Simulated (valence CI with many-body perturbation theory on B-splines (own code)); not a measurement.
Which ion has this spectrum?

A relativistic CI+MBPT calculation for an atom or ion with 39 electrons gives these levels (cm⁻¹):

```
   J  Parity       E     g
 3/2    even     0.0  0.64
 5/2    even   69433  1.05
 3/2    even   88063  1.24
 7/2    even   94270  1.08
 9/2    even   98754  1.07
 1/2    even  100728  1.91
 5/2    even  149835  1.39
 7/2    even  165587  1.07
 9/2    even  175352  1.14
 3/2    even  188184  1.14
 1/2    even  195466  1.42
11/2    even  202033  1.09
 5/2    even  205708  1.18
 5/2    even  219009  1.10
```

The energies are calculated, and their last digits are not significant.

Q: Which is it?
A. Tm30+
B. Er29+
C. Tb26+
D. Lu32+

A: B. Er29+, ground level (4d3/2^3) J=3/2.
